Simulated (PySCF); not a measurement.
PySCF job for Ga(H)(Br)(vinyl) (C2H4BrGa), SMILES C=[CH][GaH][Br], C-PCM-B3LYP/def2-SVP. Geometry optimised at PBE-D3(BJ)/def2-SVP. Other conformers were not sampled.

```python
import numpy as np
from pyscf import gto, scf, dft
from pyscf.solvent import pcm

mol = gto.M(
    atom='''
    Ga   -0.52848079    0.53561217    0.00000000
    H    -2.08891309    0.72465561   -0.00000000
    Br    0.24008316   -1.65192707   -0.00000000
    C     0.81689939    1.94765864    0.00000000
    C     0.44979444    3.24715290   -0.00000000
    H     1.89117637    1.69058853    0.00000001
    H     1.18795517    4.07026385    0.00000000
    H    -0.61038744    3.55909306   -0.00000001
    ''',
    basis='def2-SVP',
    charge=0,
    spin=0,
    max_memory=1600,
    verbose=3,
)
mf = dft.RKS(mol, xc='b3lyp').density_fit(auxbasis='def2-universal-jkfit')
mf.grids.level = 3
mf.conv_tol = 1e-9
mf.max_cycle = 100
mf.kernel()
res = {}
for name, eps in {'water': 78.355, '1-octanol': 9.8629, 'cyclohexanone': 15.619}.items():
    s = mf.PCM()
    s.with_solvent.method, s.with_solvent.eps, s.with_solvent.lebedev_order = 'C-PCM', eps, 29
    s.kernel(mf.make_rdm1())
    res[name] = (s.e_tot, eps, s.dip_moment(), s.mo_energy, s.converged)
    print(f'{name}: electrostatic solvation free energy {(s.e_tot - mf.e_tot) * 627.509474:.3f} kcal/mol')
```

Log of the run:

```
converged SCF energy = -4577.11551761954

WARN: PCM is an experimental feature. It is still in testing.
Features and APIs may be changed in the future.

converged SCF energy = -4577.12139897843
Dipole moment(X, Y, Z, Debye): -0.20747,  3.41028,  0.00000
water: electrostatic solvation free energy -3.691 kcal/mol

WARN: PCM is an experimental feature. It is still in testing.
Features and APIs may be changed in the future.

converged SCF energy = -4577.12079483597
Dipole moment(X, Y, Z, Debye): -0.18696,  3.31692,  0.00000
1-octanol: electrostatic solvation free energy -3.312 kcal/mol

WARN: PCM is an experimental feature. It is still in testing.
Features and APIs may be changed in the future.

converged SCF energy = -4577.12104730184
Dipole moment(X, Y, Z, Debye): -0.19540,  3.35569,  0.00000
cyclohexanone: electrostatic solvation free energy -3.470 kcal/mol
```

The calculation finished and met its thresholds.
